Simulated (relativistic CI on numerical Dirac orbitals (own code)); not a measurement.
# Calculated levels, Hf71+

Method of calculation: Dirac equation for one electron, model QED (radiative potential, 1s self-energy scaled to tabulated hydrogen-like ionisation energies) (own radial code, finite nucleus).

Configurations in the expansion: 1s, 2s, 2p, 3s, 3p, 3d, 4s, 4p, 4d, 4f, 5s, 5p, 5d, 5f, 5g, 6s, 6p, 6d. Levels of other configurations are missing.

The lowest level is 1s 2S_1/2, with 100 % of that term; Hund's rules for 1s give 2S with J = 1/2, in agreement.

```
No.  Configuration  Term    J   E (Ry)    %  Landé g  Lifetime (s)
  1             1s    2S  1/2     0.00  100    1.804              
  2             2p   2P°  1/2  4164.23  100    0.615      5.75e-17
  3             2s    2S  1/2  4165.82  100    1.952              
  4             2p   2P°  3/2  4272.72  100    1.297      6.37e-17
  5             3p   2P°  1/2  4969.63  100    0.644      2.01e-16
  6             3s    2S  1/2  4970.10  100    1.980      3.42e-15
  7             3d    2D  3/2  5001.86  100    0.783      5.02e-16
  8             3p   2P°  3/2  5001.93  100    1.317      2.04e-16
  9             3d    2D  5/2  5011.16  100    1.185      5.58e-16
 10             4p   2P°  1/2  5246.87  100    0.654      4.83e-16
 11             4s    2S  1/2  5247.06  100    1.990      5.14e-15
 12             4d    2D  3/2  5260.37  100    0.790      1.14e-15
 13             4p   2P°  3/2  5260.40  100    1.325      4.73e-16
 14             4f   2F°  5/2  5264.31  100    0.848      2.55e-15
 15             4d    2D  5/2  5264.32  100    1.191      1.28e-15
 16             4f   2F°  7/2  5266.22  100    1.134      2.64e-15
 17             5p   2P°  1/2  5373.25  100    0.658      9.48e-16
 18             5s    2S  1/2  5373.34  100    1.995      8.24e-15
 19             5d    2D  3/2  5380.11  100    0.794      2.18e-15
 20             5p   2P°  3/2  5380.13  100    1.328      9.13e-16
 21             5f   2F°  5/2  5382.13  100    0.851      4.89e-15
 22             5d    2D  5/2  5382.13  100    1.195      2.45e-15
 23             5g    2G  7/2  5383.11  100    0.883      8.50e-15
 24             5f   2F°  7/2  5383.11  100    1.138      5.07e-15
 25             5g    2G  9/2  5383.69  100    1.106      8.63e-15
 26             6p   2P°  1/2  5441.10  100    0.661      1.64e-15
 27             6s    2S  1/2  5441.16  100    1.997      1.28e-14
 28             6d    2D  3/2  5445.05  100    0.795      3.71e-15
 29             6p   2P°  3/2  5445.06  100    1.330      1.57e-15
 30             6d    2D  5/2  5446.22  100    1.196      4.17e-15
```

Energies count from the lowest computed level; ° marks odd parity; lifetimes are radiative, by E1, M1, E2, M2 decay to levels of this space only; some are left blank where a channel outside the calculation adds to the decay or the decay crosses a small, uncertain gap.
